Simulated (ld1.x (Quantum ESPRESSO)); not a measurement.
**Varying the RRKJ potential for aluminium**

Base potential:

```json
{
  "Element": "aluminium (Al)",
  "Generator": "ld1.x (Quantum ESPRESSO) 7.5",
  "Type": "norm-conserving RRKJ (Kleinman–Bylander form)",
  "Functional": "PBE",
  "Relativity": "non-relativistic",
  "Frozen core": "[Ne]",
  "Valence charge": "3",
  "Reference configuration": "3s1 3p2",
  "Partial waves": "3p (bound): rc 2.90 bohr; 3d channel at 0.5 Ry: rc 3.05 bohr; 3s (bound): rc 1.55 bohr",
  "Local potential": "the s channel",
  "Core correction": "Bessel-smoothed model core, default radius (core density twice the valence density)"
}
```

Cutoffs, loose and tight: the cutoffs (Ry, on a coarse ladder) from which the occupation-weighted sum of valence levels, in a spherical-Bessel basis at the reference potential, stays within 10 and 1 mRy of its value at 400 Ry. They do not see the model core or the augmentation charge, which bear on the density cutoff. Test errors are all-electron minus pseudo excitation energies from the reference, over the configurations 3s2 3p1; 3s2 3p0; 3s1 3p0; 3s1 3p1; 3s0 3p3; 3s2 3p1.3; 3s2 3p0.5. A dash means not determined; rows that change the core or the reference have their own tests.

```tsv
change	outcome	cutoff, loose	cutoff, tight	bound ghosts	largest test error (meV)
base	generated	12 Ry	35 Ry	none	+27
all radii but the core radius scaled by about 0.84 (s 1.30, p 2.44, d 2.56 bohr)	generated	40 Ry	70 Ry	none	+29
all radii but the core radius scaled by about 1.08 (s 1.68, p 3.14, d 3.30 bohr)	generated	8 Ry	25 Ry	none	+26
all radii but the core radius scaled by about 1.17 (s 1.80, p 3.38, d 3.56 bohr)	generated	8 Ry	25 Ry	none	+24
all radii but the core radius scaled by about 1.29 (s 2.00, p 3.74, d 3.94 bohr)	generated	8 Ry	25 Ry	none	+26
```

(1) What comes out with this change to the base: all radii but the core radius scaled by about 0.75 (s 1.16, p 2.18, d 2.28 bohr)?

(2) What comes out with this change to the base: all radii but the core radius scaled by about 1.37 (s 2.12, p 3.96, d 4.16 bohr)?

(3) What comes out with this change to the base: all radii but the core radius scaled by about 0.97 (s 1.50, p 2.80, d 2.94 bohr)?

Answers

(1) outcome: generated; cutoff, loose: 70 Ry; cutoff, tight: 160 Ry; bound ghosts: none; largest test error (meV): +37.

(2) outcome: generated; cutoff, loose: 8 Ry; cutoff, tight: 21 Ry; bound ghosts: none; largest test error (meV): +35.

(3) outcome: generated; cutoff, loose: 21 Ry; cutoff, tight: 50 Ry; bound ghosts: none; largest test error (meV): +28.

Reading the sweep of the scale of all radii but the core radius (base = 1) (base included, trends over the rows without a ghost): The loose cutoff falls from 70 Ry at 0.75 to 8 Ry at 1.37. A larger radius leaves more room for a smooth pseudo-wave, so fewer plane waves are needed; a smaller one forces it to follow the all-electron wave where it bends sharply. The median size of the test errors (rows with all tests solved) is not monotonic: lowest 1.7 meV at 1.29, highest 9.8 meV at 0.84.
